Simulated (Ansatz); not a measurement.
B4H10⁻, that is arachno-B4H10 with one electron more. Charge -1, multiplicity 2. Geometry PBE0-D4/def2-SVP, that of the neutral singlet; atoms count from 1.

```xyz
14

B    -0.255   -0.979    1.015
B     0.748    0.468    0.469
B     0.360    0.389   -1.332
B    -0.906    0.423    0.009
H    -0.578   -0.970    2.176
H     1.089    1.420    1.112
H     0.498    1.423   -1.933
H    -1.577    1.346    0.371
H     1.114   -0.620    1.018
H    -1.446   -0.691    0.306
H     1.519    0.280   -0.527
H    -1.042    0.209   -1.239
H    -0.076   -2.048    0.476
H     0.552   -0.650   -1.923
```

The highest occupied level of the charge -1 doublet lies above zero (up to 1.76 eV). By energy differences it is unbound by 0.89 eV (vertical, to the charge 0 singlet, at PBE0-D4/def2-TZVPD) and held by the finite basis.

**Question.** Estimate the Mulliken populations from the PBE0/def2-TZVPD orbitals of Ansatz.

**Answer.** 
```csv
atom,charge (e),spin (α − β)
B1,-1.00,-0.05
B2,0.23,0.04
B3,-1.00,-0.05
B4,0.23,0.04
H5,-0.01,0.03
H6,-0.13,0.14
H7,-0.01,0.03
H8,-0.13,0.14
H9,0.19,0.16
H10,0.19,0.16
H11,0.19,0.16
H12,0.19,0.16
H13,0.04,0.02
H14,0.04,0.02
```
Mulliken values and Mayer orders depend strongly on the basis. With diffuse functions, as here, like atoms can get unlike values, and bond orders can come out too low or too high.

**Question.** Where does the spin sit?

**Answer.** Summed by element: B -0.01, H 1.01, of 1 unpaired in all. Largest on single atoms: H12 0.16, H10 0.16, H9 0.16.
